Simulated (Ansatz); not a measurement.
System: ammonia borane, sum formula BNH₆ (charge 0, singlet). 
Geometry from a B3LYP-D3(BJ)/def2-TZVP (Ansatz, an electronic-structure program) optimisation:
```
N
H 1 1.0159
H 1 1.0159 2 107.95
H 1 1.0159 2 107.95 3 116.46
B 1 1.6582 2 110.95 4 121.77
H 5 1.2082 1 104.94 2 -60.00
H 5 1.2082 6 113.60 1 -114.06
H 5 1.2082 6 113.60 7 -131.88
```

Basis-set convergence of Hartree-Fock and CCSD(T) correlation energies (hartree) with Ansatz. Cores are frozen in the correlated levels unless marked. Spin-orbit coupling is left out. Non-relativistic.

| basis | functions | E(HF) | E(corr, CCSD(T)) |
|---|---|---|---|
| cc-pVDZ | - | -82.62389 | -0.34185 |
| cc-pVTZ | 144 | ___ | ___ |

### Question
What belongs in the gaps?

### Answer

- cc-pVTZ, E(HF): -82.65275
- cc-pVTZ, E(corr, CCSD(T)): -0.41075
